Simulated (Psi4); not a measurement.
## GaH2BrO2 (SMILES [OH][Ga]([OH])[Br]): name the method

GaH2BrO2: 6 atoms, total charge 0, spin state singlet. As SMILES, `[OH][Ga]([OH])[Br]`. Geometry: optimised at PBE0/def2-TZVP. This is one conformer, not always the lowest.

| atom | x (Å) | y (Å) | z (Å) |
| --- | --- | --- | --- |
| O | -0.5702 | 1.3430 | -0.6537 |
| Ga | -0.2023 | -0.3514 | -0.2738 |
| O | 0.8727 | -0.8701 | 1.0401 |
| Br | -1.1628 | -1.9473 | -1.5413 |
| H | -0.1354 | 1.9818 | -0.0843 |
| H | 1.2549 | -0.1513 | 1.5485 |

Orbital energies are those of the mean-field step.

A calculation with Psi4 1.11 gave:

```
total energy  : -4650.9372 Eh
dipole moment : 2.94 D
HOMO energy   : -8.36 eV
LUMO energy   : -1.70 eV
HOMO–LUMO gap : 6.66 eV
```

**Question.** Which of these levels gave the numbers?
A. PBE0-D4/def2-TZVP (density fitting)
B. B3LYP-D4/def2-TZVPP (density fitting)
C. wB97M-V/def2-TZVPP (density fitting)
D. CCSD(T)/def2-TZVPP (density fitting, density fitting for correlation)

**Answer.** B. The others give -4647.7690 Eh (CCSD(T)/def2-TZVPP (density fitting, density fitting for correlation)), -4650.5637 Eh (wB97M-V/def2-TZVPP (density fitting)), -4650.1422 Eh (PBE0-D4/def2-TZVP (density fitting)).
